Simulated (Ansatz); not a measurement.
Input for Ansatz (an electronic-structure program): U-wB97X-V/def2-TZVPP on H (SMILES [H]).

Ansatz 0.2 input:
```yaml
crystal:
  periodic: [false, false, false]
  atoms:
    - {symbol: H, position_ang: [0.00000000, 0.00000000, 0.00000000]}
basis:
  gaussian:
    orbitals: def2-TZVPP
hamiltonian:
  xc: {name: wB97X-V}
magnetization: {spin_polarized: true, initial_magnetization: 1}
```

Output:

```
WARN ansatz: RAYON_NUM_THREADS=1 ignored (pool sized by the plan → 1); use --threads N
Functional definition: wB97X-V
integrals: 0.00 GiB planned
59 factors; their error is unknown
integrals: 0.03 GiB planned
21 factors; integrals over basis functions are off by at most 3.8e-5 eV
mean field: 0.05 GiB planned
mean field evaluation 1: about -13.5981 eV, gradient 1.1e0 eV
mean field evaluation 2: about -13.6148 eV, gradient 2.7e-1 eV
mean field evaluation 4: about -13.6192 eV, gradient 1.7e-2 eV
mean field evaluation 8: about -13.6191 eV, gradient 8.8e-5 eV
mean field -13.61913181 eV, -0.5004938627 hartree, gradient 8.8e-5 eV, S^2 0.750000; 0 other end points of the search recorded, 0 dependent functions left out
reference -13.61913331 eV, -0.5004939179 hartree; 1, 0 occupied and 13, 14 virtual orbitals, 59 factors
Total energy: -13.61913331 eV, -0.5004939179 hartree
```

The calculation finished and met its thresholds.

Cost: very roughly 0.23 core-seconds.
